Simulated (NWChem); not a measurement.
InSiH5O; SMILES [O]([SiH3])[InH2]

Computed with NWChem. Geometry: optimised at PBE0/def2-SVP. Not confirmed as a minimum by frequencies. def2 effective core potentials on In; no spin-orbit coupling. Gas phase, vertical. One conformer.

PBE0/def2-SVPD, TDA puts singlet state 2 at 5.39 eV with oscillator strength 0.054.

**Question.** Give the wavelength, the transition dipole and the radiative lifetime of that state in vacuum.

**Answer.** 
1. λ = 1239.84/5.39 = 230 nm, or 43470 cm⁻¹.
2. f = (2/3) ΔE μ² in atomic units, so μ = √(1.5 f/ΔE) = 0.64 a.u. = 1.63 D.
3. τ = 1.499 s cm⁻² / (f ν²) = 15 ns, for a non-degenerate state that emits at the vertical energy; a higher state like this one mostly decays faster by other paths.
